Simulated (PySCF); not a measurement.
Predicted microwave data (PySCF, PBE0-D3(BJ)/def2-SVP geometry optimisation, gas phase) for one isomer of H8OSeSi3:

| Item | Value |
| --- | --- |
| Rotational constants | A = 1309, B = 1122, C = 648.3 MHz |
| Dipole components | \|μa\| = 0.24 D, \|μb\| = 0.29 D, \|μc\| = 0.37 D |
| Inertial defect | -57.03 u·Å² |
| κ | 0.43 |

**Question.** Which candidate fits, each taken in the one conformer that was computed?
A. `[OH:1][Si@H:2]([SiH3:3])[Se:4][SiH3:5]` with H–O1–Si2–Si3 172°, O1–Si2–Se4–Si5 -129°
B. `[SiH3:1][O:2][SiH2:3][Se:4][SiH3:5]` with Si1–O2–Si3–Se4 -51°, O2–Si3–Se4–Si5 -51°
C. `[SiH3:1][O:2][Si@@H:3]([SiH3:4])[SeH:5]` with Si1–O2–Si3–Si4 -147°, O2–Si3–Se5–H -71°

**Answer.** C. It is [SiH3]O[Si@@H]([SiH3])[SeH], an asymmetric top, point group C1. The candidates at the same level (rigid rotor, commonest isotopes):

| SMILES | A (MHz) | B (MHz) | C (MHz) | μa (D) | μb (D) | μc (D) | Δ (u·Å²) | point group | rotor |
| --- | --- | --- | --- | --- | --- | --- | --- | --- | --- |
| O[Si@H]([SiH3])[Se][SiH3] | 2237 | 834.2 | 786.7 | 0.65 | 0.36 | 1.28 | -189.30 | C1 | near-prolate asymmetric top |
| [SiH3]O[SiH2][Se][SiH3] | 2168 | 932.6 | 775.4 | 0.63 | 0.40 | 0.16 | -123.21 | C1 | asymmetric top |
| [SiH3]O[Si@@H]([SiH3])[SeH] | 1309 | 1122 | 648.3 | 0.24 | 0.29 | 0.37 | -57.03 | C1 | asymmetric top |

`[SiH3]O[SiH2][Se][SiH3]` has A 66 % too high; `O[Si@H]([SiH3])[Se][SiH3]` has A 71 % too high. No structure here is proved a minimum.
